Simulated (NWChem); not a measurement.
# TiN2H3F; SMILES [NH2][Ti]([F])=[NH]

```xyz
7

Ti    -0.0612    -0.1462     0.3039
N     -1.4509     0.7191     0.5957
H     -2.4418     0.9312     0.7058
F     -0.0641    -1.8903    -0.1136
N      1.4659     0.9498     0.4239
H      2.4225     0.6310     0.2737
H      1.4807     1.9435     0.6378
```
Atoms are numbered in this order, from 1.

Level: PBE0/def2-SVP (NWChem), optimised geometry, unscaled harmonic frequencies. 

```tsv
frequency (cm⁻¹)	IR intensity (km/mol)
37	26.7
177	2.7
231	10.7
416	139.2
486	24.3
528	14.2
582	38.6
629	373.1
677	60.5
790	227.9
1067	189.8
1509	35.1
3559	45.5
3613	81.8
3665	25.0
```

The zero-point energy comes out as 25.7 kcal/mol and the thermal correction to the enthalpy at 298.15 K (with zero-point energy) comes out as 30.1 kcal/mol. The heat capacity Cv comes out as 19.5 cal/(mol K) and the entropy at 298.15 K and 1 atm (symmetry number 1) is 78.4 cal/(mol K). The dipole moment comes out as 1.70 D.

Rigid rotor and harmonic oscillator; modes under 100 cm⁻¹ make the entropy uncertain.
